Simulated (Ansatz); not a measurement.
`C[Se][Sn]([F])([F])[F]` at its PBE0-D4/def2-TZVP geometry, where that method's forces vanish. The species carries charge 0 and has multiplicity 1. Sn: def2 effective core potential.

```tsv
atom	x (Å)	y (Å)	z (Å)
C1	0.826	0.415	-1.460
Se2	0.403	1.541	0.095
Sn3	-0.733	-0.240	1.370
F4	-2.247	-0.978	0.494
F5	-1.343	0.303	3.078
F6	0.349	-1.772	1.665
H7	1.468	-0.411	-1.168
H8	-0.086	0.064	-1.936
H9	1.363	1.077	-2.137
```

For each bond, give half the difference of the two atoms' forces along it (eV/Å; positive pushes the atoms apart) under PBE-D4, r2SCAN-D4, B3LYP-D4, ωB97M-V in def2-TZVPP. (Best estimate.)

Computed: 
```tsv
bond	length (Å)	PBE-D4	r2SCAN-D4	B3LYP-D4	ωB97M-V
C1–Se2	1.966	0.18	0.19	0.33	0.07
C1–H7	1.087	0.08	-0.05	-0.10	-0.06
C1–H8	1.087	0.08	-0.05	-0.10	-0.06
C1–H9	1.089	0.12	-0.04	-0.10	-0.06
Se2–Sn3	2.468	-0.07	-0.03	0.04	-0.15
Sn3–F4	1.898	0.48	0.11	0.24	0.03
Sn3–F5	1.893	0.46	0.09	0.22	0.05
Sn3–F6	1.898	0.48	0.11	0.24	0.03
```

B3LYP here is the variant with VWN-RPA as its local correlation; programs differ in this.
